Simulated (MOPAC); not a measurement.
MOPAC input (PM7):

```
PM7 1SCF GEO-OK AUX(PRECISION=9) THREADS=1
Cs2

Cs   -0.00000000 1   -0.00000000 1   -2.36930400 1
Cs    0.00000000 1    0.00000000 1    2.36930400 1
```

Output:

```
 *******************************************************************************
 **                                                                           **
 **                              MOPAC v23.2.5                                **
 **                                                                           **
 *******************************************************************************
 ** MOPAC's Digital Object Identifier: https://doi.org/10.5281/zenodo.6511958 **
 **                                                                           **
 ** Please cite the open-source release paper for use of this MOPAC version:  **
 ** J. E. Moussa and J. J. P. Stewart (2026)                                  **
 ** MOPAC: An open-source semiempirical molecular orbital program             **
 ** J. Open Source Softw., 11(119), 8025, https://doi.org/10.21105/joss.08025 **
 *******************************************************************************

                              PM7 CALCULATION RESULTS

 *******************************************************************************
 *  PM7        - The PM7 Hamiltonian to be used
 *  GEO-OK     - OVERRIDE INTERATOMIC DISTANCE AND OTHER SAFETY CHECKS
 *  1SCF       - DO 1 SCF AND THEN STOP
 *  AUX        - OUTPUT AUXILIARY INFORMATION
 *******************************************************************************
PM7 1SCF GEO-OK AUX(PRECISION=9) THREADS=1
 Cs2

   ATOM   CHEMICAL          X               Y               Z
  NUMBER   SYMBOL      (ANGSTROMS)     (ANGSTROMS)     (ANGSTROMS)

     1      Cs         -0.00000000  *  -0.00000000  *  -2.36930400  *
     2      Cs          0.00000000  *   0.00000000  *   2.36930400  *

          CARTESIAN COORDINATES

    NO.       ATOM           X           Y           Z

     1        Cs         -0.0000     -0.0000     -2.3693
     2        Cs          0.0000      0.0000      2.3693

 General Reference for PM7:
 "Optimization of Parameters for Semiempirical Methods VI: More Modifications to the
 NDDO Approximations and Re-optimization of Parameters", J. J. P. Stewart, J. Mol. Mod., 1:32, 19 (2013)
 https://link.springer.com/article/10.1007/s00894-012-1667-x

           Empirical Formula: Cs2  =     2 atoms

      MOLECULAR POINT GROUP   :   D*h

      RHF CALCULATION, NO. OF DOUBLY OCCUPIED LEVELS = 1

 -------------------------------------------------------------------------------
 PM7 1SCF GEO-OK AUX(PRECISION=9) THREADS=1
 Cs2

     1SCF WAS SPECIFIED, SO BFGS WAS NOT USED
     SCF FIELD WAS ACHIEVED

                              PM7 CALCULATION
                                                       MOPAC v23.2.5 Linux

          FINAL HEAT OF FORMATION =        171.74624 KCAL/MOL =     718.58625 KJ/MOL

          COSMO AREA              =        316.97 SQUARE ANGSTROMS
          COSMO VOLUME            =        481.17 CUBIC ANGSTROMS

          IONIZATION POTENTIAL    =         -2.055920 EV
          HOMO LUMO ENERGIES (EV) =          2.056  2.056
          NO. OF FILLED LEVELS    =          1
          MOLECULAR WEIGHT        =        265.8108         POINT GROUP:  D*h

          MOLECULAR DIMENSIONS (Angstroms)

            Atom       Atom       Distance
           Cs     2   Cs     1     4.73861
           Cs     2   Cs     1     0.00000
           Cs     1   Cs     2     0.00000

          SCF CALCULATIONS        =          1

   ATOM   CHEMICAL          X               Y               Z
  NUMBER   SYMBOL      (ANGSTROMS)     (ANGSTROMS)     (ANGSTROMS)

     1      Cs         -0.00000000  *  -0.00000000  *  -2.36930400  *
     2      Cs          0.00000000  *   0.00000000  *   2.36930400  *

                             CARTESIAN COORDINATES

   1   Cs       -0.000000000    -0.000000000    -2.369304000
   2   Cs        0.000000000     0.000000000     2.369304000

           Empirical Formula: Cs2  =     2 atoms

      MOLECULAR POINT GROUP   :   D*h

                  EIGENVALUES
   2.05592   2.05614   2.05614   2.05639   2.05639   2.05646   2.70214   7.46994

              NET ATOMIC CHARGES AND DIPOLE CONTRIBUTIONS

  ATOM NO.   TYPE          CHARGE      No. of ELECS.   s-Pop       p-Pop
    1         Cs          -0.000000        1.0000     0.99996     0.00004
    2         Cs           0.000000        1.0000     0.99996     0.00004
 DIPOLE           X         Y         Z       TOTAL
 POINT-CHG.     0.000     0.000     0.000     0.000
 HYBRID         0.000     0.000    -0.000     0.000
 SUM            0.000     0.000     0.000     0.000

          ATOMIC ORBITAL ELECTRON POPULATIONS

     Atom    s        px        py        pz
    1 Cs   0.99996   0.00000   0.00000   0.00004
    2 Cs   0.99996   0.00000   0.00000   0.00004

 **********************
 *                    *
 * JOB ENDED NORMALLY *
 *                    *
 **********************

 == MOPAC DONE ==
```

The geometry given is a B3LYP-D3(BJ)/def2-TZVP minimum.
